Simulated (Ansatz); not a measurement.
System: sum formula HSiO, charge 1, multiplicity 1. It need not be the lowest isomer of its formula. 
Structure (B3LYP-D3(BJ)/def2-TZVP (Ansatz, a quantum-chemistry and plane-wave program) minimum search):
```xyz
3

O      0.0000     0.0000    -0.8973
Si     0.0000     0.0000     0.6459
H      0.0000     0.0000    -1.8643
```
Charge +1, spin multiplicity 1.

Wanted: vertical electron affinity (to the doublet state of charge +0; a negative value means that the extra electron is unbound and the number depends on the basis; each state is the SCF solution reached for its spin), in eV. Valence correlation only, unless marked. UHF or UKS for open shells. Spin-orbit coupling is left out. Non-relativistic. CBS(X,Y): correlation extrapolated as X^-3; Hartree-Fock from the larger set.

```tsv
level	program	vertical electron affinity (eV)
CCSD/aug-cc-pV(D+d)Z	Ansatz	(withheld)
CCSD/def2-TZVPPD	Ansatz	(withheld)
CCSD/def2-QZVPPD	Ansatz	6.17
CCSD(T)/CBS(aug-cc-pV(T+d)Z,aug-cc-pV(Q+d)Z)	Ansatz	6.21
```

Complete the blanks.


- CCSD/aug-cc-pV(D+d)Z, vertical electron affinity (eV): 6.03
- CCSD/def2-TZVPPD, vertical electron affinity (eV): 6.13
